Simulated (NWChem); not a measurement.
Isomers of C3H5NOSi, each optimised at B3LYP/6-31G* with NWChem, gas phase unless a solvent is named. Flexible species stand in one conformer each, which need not be the lowest. Pople sets run with spherical d functions.

A: c1oc([SiH3])nc1
B: [SiH3]c1cocn1
C: C(#N)[C@@H]([SiH3])C=O
D: C1=CO[SiH2]N=C1

Question: Rank them by dipole (D), B3LYP/6-31G*, lowest first.

Answer: A (1.50), B (1.64), D (1.93), C (2.27)
